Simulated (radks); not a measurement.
Task: The thallium ion Tl8+, configuration [Xe] 4f14 5d5. Method: Dirac Kohn-Sham, LDA (Slater exchange, Perdew-Wang correlation), spin-unpolarised, spherical densities, point nucleus; open shells fill j = l - 1/2 first; computed with a radial shooting solver on a logarithmic mesh with Libxc functionals. Some entries of the table are withheld. Estimate them.

| orbital | occ. | eigenvalue (eV) | <1/r> (bohr^-1) | <r^2> (bohr^2) |
|---|---|---|---|---|
| 1s1/2 | 2 | -85549.81 | 99.47 | 0.0003691 |
| 2s1/2 | 2 | -15324.88 | 24.54 | 0.005551 |
| 2p1/2 | 2 | -14717.89 | 24.48 | 0.003914 |
| 2p3/2 | 4 | -12654.06 | 19.68 | 0.005097 |
| 3s1/2 | 2 | -3752.788 | 8.998 | 0.03601 |
| 3p1/2 | 2 | -3478.946 | 8.910 | 0.03275 |
| 3p3/2 | 4 | -3020.112 | 7.655 | 0.03912 |
| 3d3/2 | 4 | (1) | (2) | 0.02988 |
| 3d5/2 | 6 | (3) | (4) | 0.03160 |
| 4s1/2 | 2 | (5) | 3.821 | 0.1733 |
| 4p1/2 | 2 | -815.8849 | 3.712 | 0.1760 |
| 4p3/2 | 4 | -703.9566 | 3.274 | 0.2078 |
| 4d3/2 | 4 | -511.3397 | 3.078 | 0.2167 |
| 4d5/2 | 6 | -490.4354 | 2.979 | 0.2278 |
| 5s1/2 | 2 | -251.9938 | 1.606 | 0.8286 |
| 4f5/2 | 6 | -241.2800 | 2.635 | 0.2555 |
| 4f7/2 | 8 | -236.6390 | 2.597 | 0.2624 |
| 5p1/2 | 2 | (6) | (7) | 0.9355 |
| 5p3/2 | 4 | (8) | (9) | 1.102 |
| 5d3/2 | 4 | -129.7838 | 1.128 | 1.515 |
| 5d5/2 | 1 | -126.6378 | 1.098 | 1.584 |
| 6s1/2 | 0 | -100.9870 | 0.7532 | 3.451 |
| 6p1/2 | 0 | -87.5642 | 0.6947 | (10) |
| 6p3/2 | 0 | -81.8419 | 0.6481 | (11) |

Result: 
(1) 3d3/2 eigenvalue (eV): -2567.578
(2) 3d3/2 <1/r> (bohr^-1): 7.557
(3) 3d5/2 eigenvalue (eV): -2469.514
(4) 3d5/2 <1/r> (bohr^-1): 7.276
(5) 4s1/2 eigenvalue (eV): -933.7934
(6) 5p1/2 eigenvalue (eV): -211.2065
(7) 5p1/2 <1/r> (bohr^-1): 1.495
(8) 5p3/2 eigenvalue (eV): -189.0653
(9) 5p3/2 <1/r> (bohr^-1): 1.346
(10) 6p1/2 <r^2> (bohr^2): 4.048
(11) 6p3/2 <r^2> (bohr^2): 4.579
